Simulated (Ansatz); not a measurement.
`[CH3][Zn][O][AlH][NH2]` and `C[O][Zn][CH3]` differ in one atom or group.

Ansatz, PBE0-D4/def2-TZVP geometries, multiplicity 1. Each molecule was computed in one conformer, which needn't be the lowest.

Scalar relativity is left out up to krypton.

```tsv
property	`[CH3][Zn][O][AlH][NH2]`
HOMO energy (PBE/def2-TZVPP) / eV	-5.67
LUMO energy (ωB97M-V/def2-TZVPP) / eV	1.07
HOMO energy (B3LYP/def2-TZVPP) / eV	-6.79
HOMO–LUMO gap (PBE0/def2-TZVPP) / eV	6.74
HOMO–LUMO gap (ωB97M-V/def2-TZVPP) / eV	10.52
size of the dipole moment (PBE/def2-TZVPP) / D	1.39
```

What does the change do to each property? (Best estimate.)

The calculation gave: 
```tsv
property	`C[O][Zn][CH3]`	shift
HOMO energy (PBE/def2-TZVPP) / eV	-5.61	0.06
LUMO energy (ωB97M-V/def2-TZVPP) / eV	1.07	0.00
HOMO energy (B3LYP/def2-TZVPP) / eV	-6.87	-0.08
HOMO–LUMO gap (PBE0/def2-TZVPP) / eV	6.85	0.11
HOMO–LUMO gap (ωB97M-V/def2-TZVPP) / eV	10.60	0.08
size of the dipole moment (PBE/def2-TZVPP) / D	1.50	0.11
```

With PBE0 the HOMO falls by 0.06 eV and the LUMO rises by 0.05 eV, so the gap widens by about 0.11 eV. PBE moves the HOMO by 0.06 eV and ωB97M-V by -0.08 eV. Dipoles are sizes alone; their direction can turn.

Positive LUMOs are unbound, so they and the gaps depend on the basis.

B3LYP here is the variant with VWN-RPA as its local correlation; programs differ in this.
